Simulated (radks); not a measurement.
Nd+, configuration [Xe] 4f4 6s1.

Calculated with a radial shooting solver on a logarithmic mesh with Libxc functionals: Dirac Kohn-Sham, Wu-Cohen GGA, spin-unpolarised, spherical densities, finite nucleus; open shells fill j = l - 1/2 first; Fermi nuclear charge, rms radius 4.9123 fm.

Energy parts (Ry):
part                       energy
total                 -19256.5467
kinetic                20764.3235
electron-nucleus      -47026.6803
Hartree                 7449.9616
exchange-correlation    -444.1516

Orbitals (lengths in bohr, moments of r in powers of bohr):
orbital,occ.,eigenvalue (Ry),<r>
1s1/2,2,-3186.776,0.02363
2s1/2,2,-515.5612,0.1005
2p1/2,2,-487.8808,0.08422
2p3/2,4,-449.6524,0.09063
3s1/2,2,-112.1583,0.2660
3p1/2,2,-100.3184,0.2557
3p3/2,4,-92.68897,0.2681
3d3/2,4,-72.02798,0.2394
3d5/2,6,-70.37859,0.2433
4s1/2,2,-22.62750,0.6074
4p1/2,2,-18.15869,0.6238
4p3/2,4,-16.50223,0.6522
4d3/2,4,-9.15192,0.7017
4d5/2,6,-8.85951,0.7119
4f5/2,4,-0.57178,1.100
4f7/2,0,-0.54212,1.120
5s1/2,2,-3.40629,1.474
5p1/2,2,-2.21525,1.664
5p3/2,4,-1.99182,1.754
6s1/2,1,-0.59748,4.007

The highest occupied level is 4f5/2 at -7.780 eV. Summed over all electrons, <r^2> = 60.80 bohr^2, which gives a Langevin (diamagnetic) susceptibility term of -48.2 x 10^-6 cm^3/mol. For comparison, the ionisation energy in NIST's Atomic Spectra Database is 10.78 eV (semi-empirical). In exact Kohn-Sham theory the highest level is minus the ionisation energy, but local and semilocal functionals leave it too shallow, through self-interaction and a potential that decays too fast; potentials with the right tail come closer. The electron density at the nucleus is 4.533e+05 e/bohr^3. The density falls to 0.001 e/bohr^3 at r = 4.60 bohr.

Beside tabulated values, note that spin-unpolarised runs miss the spin-polarisation part of the exchange energy of open shells.
